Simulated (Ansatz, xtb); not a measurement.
**Relative energy of two isomers of C6H5FSi**

Structure X is `C#C[Si]1(F)C=CC=C1`, a singlet and structure Y is `C#CC1=CC=C[Si@@H]1F`, a singlet. Both are isolated molecules in the gas phase, relaxed with B3LYP-D3(BJ)/def2-SVP.

Energies in hartree; the thermal terms are from GFN2-xTB frequencies at re-optimised GFN2-xTB minima (ideal gas, soft modes damped towards free rotors, one conformer each, 298.15 K, 1 atm) and include the zero-point energy:

```
                              X           Y
E, CCSD(T)/def2-SVP  −619.249975  −619.239174
    E, MP2/def2-SVP  −619.158257  −619.148368
  E, MP2/def2-TZVPP  −619.899455  −619.884789
  zero-point energy     0.085579     0.083357
       H(298 K) − E     0.095172     0.092815
       G(298 K) − E     0.051964     0.050150
```

Problem. Correct the CCSD(T) difference for the basis set by the MP2 change, then work out ΔE, ΔE₀, ΔH and ΔG for X → Y in kcal/mol (1 Eh = 627.51 kcal/mol) and the equilibrium ratio [Y]/[X].

Solution. 1. Differences Y − X: CCSD(T) +0.010801, MP2 in the small set +0.009889, MP2 in the large set +0.014666 Eh.
2. ΔE = +0.010801 + (+0.014666 − (+0.009889)) = +0.015578 Eh = +9.78 kcal/mol.
3. ΔE₀ = ΔE + ΔZPE = +0.015578 + (−0.002222) Eh = +8.38 kcal/mol.
4. ΔH = ΔE + (−0.002357) Eh = +8.30 kcal/mol.
5. ΔG = ΔE + (−0.001814) Eh = +8.64 kcal/mol, so ΔS = (ΔH − ΔG)/T = −4.8 J/(mol K).
6. kT = 0.9442 mEh, so K = [Y]/[X] = exp(−ΔG/kT) = exp(−14.58) ≈ 4.7 × 10^−7.

Structure X is favoured at this temperature. An error of 1 kcal/mol in ΔG would change K by a factor of 5.4. GFN2-xTB gave ΔE the other sign. Mirror images and further conformers aren't counted.

As drawn, Y has 1 C–C, 1 Si–H in place of 1 C–Si, 1 C–H.

Other levels gave ΔE = −15.1 (GFN2-xTB); +10.3 (HF/STO-3G, GFN2-xTB geometries); +4.9 (r2SCAN-D4/def2-SVP, GFN2-xTB geometries); +5.0 (B3LYP-D3(BJ)/def2-SVP); +8.9 (HF/def2-SVP); +6.2 (MP2/def2-SVP); +6.8 (CCSD(T)/def2-SVP) kcal/mol. The correlated steps freeze 12 core orbitals. Programs: Ansatz 0.2.0, xtb 6.7.1.
